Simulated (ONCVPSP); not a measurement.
**gold: one change to an ONCV potential, before and after**

```json
{"Element": "Au", "Generator": "ONCVPSP 4.0.1", "Type": "optimised norm-conserving Vanderbilt (ONCV)", "Functional": "PBE", "Relativity": "scalar-relativistic", "Frozen core": "[Kr] 4d10 4f14 5s2", "Valence charge": "17", "Reference configuration": "5p6 5d9 6s2", "Partial waves": "6s: rc 2.35 bohr, ncon 3, nbas 8, qcut 2.8 1/bohr, 2 projectors, debl 3 Ha; 5p: rc 1.40 bohr, ncon 4, nbas 7, qcut 10.9 1/bohr, 3 projectors, debl 1.7 Ha; 5d: rc 1.65 bohr, ncon 3, nbas 7, qcut 10.9 1/bohr, 1 projector", "Local potential": "polynomial inside 1.10 bohr (lpopt 3, dvloc0 4 Ha)", "Core correction": "Teter function, fcfact 3.25, rcfact 1.75"}
```

In the p channel the program set the typed energies aside and used -2.298, 0.250, 1.950 Ha.

Change: s: qcut 2.3; p: qcut 8.8; d: qcut 8.8.

Cutoffs: the cutoffs (Ha) at which the residual kinetic energy of the hardest occupied pseudo-wave falls to 1 and 0.1 mHa per electron; they do not see the model core or the augmentation charge, which bear on the density cutoff. Errors are all-electron minus pseudo energies relative to the spin-unpolarised reference configuration.

Question: Predict the effect on cutoff, ghosts and configuration errors.

Answer: The potential gets softer (38 Ha and 45 Ha → 31 Ha and 40 Ha); both files keep a bound ghost (s); of the 4 tests that both files solve, the error grows in 0 and shrinks in 3 by more than 15 % and 0.3 meV (median size 30.6 → 7.1 meV).

```tsv
quantity	base	changed
cutoff, loose	38 Ha	31 Ha
cutoff, tight	45 Ha	40 Ha
loose cutoff by channel	s 4.3 Ha, p 38 Ha, d 20 Ha	s 18 Ha, p 31 Ha, d 22 Ha
bound ghosts	s	s
GHOST(+) flags under 300 eV	s at 143.8 eV	none
error for 5p6 5d10 6s1, meV [ΔE -1.69 eV]	-14	+6.9
error for 5p6 5d10 6s0, meV [ΔE 7.72 eV]	-48	-1.3
error for 5p6 5d9 6s0, meV [ΔE 28.92 eV]	-61	-52
error for 5p6 5d9 6s1 6p1, meV [ΔE 5.80 eV]	-9.4	-7.4
s: phases at 2.38 bohr within 0.05 rad from the reference energy up to (Ha; the scan ends near 5)	3.4	3.4
p: phases at 1.42 bohr within 0.05 rad from the reference energy up to (Ha; the scan ends near 5)	to the end of the scan	to the end of the scan
d: phases at 1.67 bohr within 0.05 rad from the reference energy up to (Ha; the scan ends near 5)	3.1	3.0
rms error of d²Exc/dni dnj with the model core, mHa	1.84	1.90
```

 A true bound ghost makes a file unfit for plane-wave use even where its test errors are small: the radial tests pick states by their node count and pass the ghost by.
